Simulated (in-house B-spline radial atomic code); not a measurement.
Spin-orbit splittings of orbital energies (j = l + 1/2 less j = l - 1/2) and ratios of mean radii (lower j over upper j) along the 40-electron series, configuration [Kr] 4d4. Computed with an all-electron radial atomic-structure program (B-spline basis): Dirac-Hartree-Fock, average of the configuration, finite nuclei.

```json
{"ion": "Pr19+", "Z": "59", "splitting of 3p (eV)": "99.163", "radius ratio of 3p": "0.95681", "splitting of 3d (eV)": "21.127", "radius ratio of 3d": "0.98501", "splitting of 4p (eV)": "24.881", "radius ratio of 4p": "0.9676"}
{"ion": "Nd20+", "Z": "60", "splitting of 3p (eV)": "107.72", "radius ratio of 3p": "0.95537", "splitting of 3d (eV)": "23.016", "radius ratio of 3d": "0.98451", "splitting of 4p (eV)": "27.451", "radius ratio of 4p": "0.96664"}
{"ion": "Pm21+", "Z": "61", "splitting of 3p (eV)": "116.86", "radius ratio of 3p": "0.95389", "splitting of 3d (eV)": "25.03", "radius ratio of 3d": "0.984", "splitting of 4p (eV)": "30.218", "radius ratio of 4p": "0.96565"}
{"ion": "Sm22+", "Z": "62", "splitting of 3p (eV)": "126.6", "radius ratio of 3p": "0.95238", "splitting of 3d (eV)": "27.174", "radius ratio of 3d": "0.98347", "splitting of 4p (eV)": "33.191", "radius ratio of 4p": "0.96463"}
{"ion": "Eu23+", "Z": "63", "splitting of 3p (eV)": "136.98", "radius ratio of 3p": "0.95083", "splitting of 3d (eV)": "29.455", "radius ratio of 3d": "0.98294", "splitting of 4p (eV)": "36.382", "radius ratio of 4p": "0.96358"}
{"ion": "Gd24+", "Z": "64", "splitting of 3p (eV)": "148.02", "radius ratio of 3p": "0.94926", "splitting of 3d (eV)": "31.878", "radius ratio of 3d": "0.9824", "splitting of 4p (eV)": "39.802", "radius ratio of 4p": "0.96251"}
{"ion": "Tb25+", "Z": "65", "splitting of 3p (eV)": "159.78", "radius ratio of 3p": "0.94764", "splitting of 3d (eV)": "34.449", "radius ratio of 3d": "0.98185", "splitting of 4p (eV)": "43.464", "radius ratio of 4p": "0.96141"}
{"ion": "Dy26+", "Z": "66", "splitting of 3p (eV)": "172.27", "radius ratio of 3p": "0.94599", "splitting of 3d (eV)": "37.175", "radius ratio of 3d": "0.98129", "splitting of 4p (eV)": "47.379", "radius ratio of 4p": "0.96027"}
{"ion": "Ho27+", "Z": "67", "splitting of 3p (eV)": "185.53", "radius ratio of 3p": "0.94431", "splitting of 3d (eV)": "40.061", "radius ratio of 3d": "0.98071", "splitting of 4p (eV)": "51.563", "radius ratio of 4p": "0.95911"}
{"ion": "Er28+", "Z": "68", "splitting of 3p (eV)": "199.61", "radius ratio of 3p": "0.94259", "splitting of 3d (eV)": "43.114", "radius ratio of 3d": "0.98013", "splitting of 4p (eV)": "56.027", "radius ratio of 4p": "0.95792"}
{"ion": "Tm29+", "Z": "69", "splitting of 3p (eV)": "214.54", "radius ratio of 3p": "0.94083", "splitting of 3d (eV)": "46.34", "radius ratio of 3d": "0.97954", "splitting of 4p (eV)": "60.787", "radius ratio of 4p": "0.9567"}
{"ion": "Yb30+", "Z": "70", "splitting of 3p (eV)": "230.37", "radius ratio of 3p": "0.93903", "splitting of 3d (eV)": "49.746", "radius ratio of 3d": "0.97893", "splitting of 4p (eV)": "65.857", "radius ratio of 4p": "0.95544"}
{"ion": "Lu31+", "Z": "71", "splitting of 3p (eV)": "247.13", "radius ratio of 3p": "0.9372", "splitting of 3d (eV)": "53.339", "radius ratio of 3d": "0.97832", "splitting of 4p (eV)": "71.252", "radius ratio of 4p": "0.95416"}
{"ion": "Hf32+", "Z": "72", "splitting of 3p (eV)": "264.87", "radius ratio of 3p": "0.93532", "splitting of 3d (eV)": "57.126", "radius ratio of 3d": "0.97769", "splitting of 4p (eV)": "76.991", "radius ratio of 4p": "0.95285"}
{"ion": "Ta33+", "Z": "73", "splitting of 3p (eV)": "283.64", "radius ratio of 3p": "0.93341", "splitting of 3d (eV)": "61.113", "radius ratio of 3d": "0.97706", "splitting of 4p (eV)": "83.089", "radius ratio of 4p": "0.9515"}
{"ion": "W34+", "Z": "74", "splitting of 3p (eV)": "303.49", "radius ratio of 3p": "0.93145", "splitting of 3d (eV)": "65.309", "radius ratio of 3d": "0.97641", "splitting of 4p (eV)": "89.563", "radius ratio of 4p": "0.95013"}
{"ion": "Re35+", "Z": "75", "splitting of 3p (eV)": "324.48", "radius ratio of 3p": "0.92945", "splitting of 3d (eV)": "69.72", "radius ratio of 3d": "0.97576", "splitting of 4p (eV)": "96.433", "radius ratio of 4p": "0.94872"}
```

Q: With what power of Z does the column «splitting of 3p (eV)» change over this range?

A: A fit of the logarithm of its size against log Z from Z = 59 to 75 has slope 4.94. An unscreened hydrogenic electron would give 4 at low Z; screening makes the apparent power larger near the neutral end, and relativity raises it again at high Z.
